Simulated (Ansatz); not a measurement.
Spectroscopic constants of NaAl, closed-shell singlet (lowest of 2S+1 = 1, 3 at CCSD(T)/def2-TZVPP on PBE0 minima; our sources give no spin for the ground state, which may be another).

D_e counts from the fitted minimum to each atom's lowest state at the same level, without counterpoise. The singlet is restricted.

Correlated levels freeze the inner cores; with def2 sets outer-core shells near the valence are correlated too.

The values were computed with Ansatz (a quantum-chemistry and plane-wave program). 

PBE/def2-TZVPP gives 0.831 eV for the bond energy D_e.

Problem. Where do these levels fall relative to PBE: r2SCAN/def2-TZVPP, B3LYP/def2-TZVPP, wB97M-V/def2-TZVPP, B2PLYP/def2-TZVPP, CCSD(T)/def2-QZVPP.

Solution. r2SCAN/def2-TZVPP -0.209; B3LYP/def2-TZVPP -0.078; wB97M-V/def2-TZVPP -0.004; B2PLYP/def2-TZVPP -0.119; CCSD(T)/def2-QZVPP 0.003 eV. 1 of 5 lie above PBE; the widest gap is to r2SCAN/def2-TZVPP.

Doubts at one or more of the structures used: a restricted determinant that unrestricted orbitals would lower (B2PLYP/def2-TZVPP, CCSD(T)/def2-QZVPP).
